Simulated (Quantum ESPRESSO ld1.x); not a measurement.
One sound ld1.x (Quantum ESPRESSO 7.5) input for neutral copper gives E = -1652.2708 hartree in 22 iterations:

```
 &input
    zed=29.0,
    iswitch=1,
    rel=1,
    lsd=1,
    dft='PW',
    config='[Ar] 3d10 4s1',
    prefix='ld1',
    max_out_wfc=37,
    file_charge='ld1.rho',
 /
```

Changed or added lines, one case at a time, and what came of them:

- tr2=1e-1: inaccurate. The cycle stops early, after 5 iterations, and the energy is off by +0.06739 hartree against the sound run.
- config='[Ar] 3d10 4s1 1p1': refused. The program stops in el_config with "main/angular quantum number mismatch": l must be smaller than n.
- atom='Jo' (without zed): crashed. The symbol names no element; the program warns, takes a nuclear charge of zero and dies without a result.
- beta=2.0: harmless. The Broyden-type mixing copes: 90 iterations against 22, same energy.
- lsd=2: refused. The program stops in ld1_readin with "lsd not correct": lsd takes 0 or 1.
- dft='HF': refused. The program stops in ld1_setup with "HF not implemented yet": ld1.x has no Hartree-Fock; KLI and OEP are its exact-exchange options.
- relpert=.true. (without lsd): refused. The program stops in ld1_readin with "perturbative SO-splitting for AE calculations with rel=0 only": the perturbative correction needs rel = 0.
